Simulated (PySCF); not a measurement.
# Exercise with solution: entropy of an ideal gas

Pb(NH2)(SH) (H3NPbS), SMILES [NH2][Pb][SH] (connectivity only; charge and spin as stated), neutral, multiplicity 1.

Geometry optimised at r2SCAN-D4/def2-SVP. The def2 effective core potentials stand for the cores of Pb; spin–orbit coupling is left out. One conformer was computed; it need not be the lowest.

r2SCAN-D4/def2-SVP (PySCF) gives the harmonic wavenumbers 128, 191, 266, 296, 417, 547, 566, 640, 1492, 2694, 3542, 3666 cm⁻¹ and the rotational temperatures 0.3292, 0.1242, 0.0902 K. The molar mass is 256.29 g/mol, the symmetry number 1, the spin multiplicity 1.

Work out the entropy at 298.15 K and 1 atm in the rigid-rotor, harmonic-oscillator model.


Translation (Sackur–Tetrode at 1 atm): S = R[1.5 ln M + 2.5 ln T − 1.16487] = 177.9 J/(mol K).
Rotation: q = (√π/σ) T^1.5/√(θA θB θC) = 150000, S = R[ln q + 3/2] = 111.6 J/(mol K).
Vibration: with u = 1.4388 ν/T, each mode gives R[u/(e^u − 1) − ln(1 − e^−u)]:
| ν (cm⁻¹) | modes | u | S (J/(mol K)) |
|---|---|---|---|
| 128 | 1 | 0.62 | 12.45 |
| 191 | 1 | 0.92 | 9.28 |
| 266 | 1 | 1.28 | 6.79 |
| 296 | 1 | 1.43 | 6.02 |
| 417 | 1 | 2.01 | 3.77 |
| 547 | 1 | 2.64 | 2.30 |
| 566 | 1 | 2.73 | 2.14 |
| 640 | 1 | 3.09 | 1.61 |
| 1492 | 1 | 7.20 | 0.05 |
The stiffer modes add less than 0.005 each. Sum 44.4 J/(mol K).
Spin: R ln 1 = 0.0 J/(mol K).
Total 333.9 J/(mol K); the program's own thermochemistry gives 333.9. Translation makes up 53 % and vibration 13 %. Anharmonicity, hindered rotation and orbital degeneracy are left out.
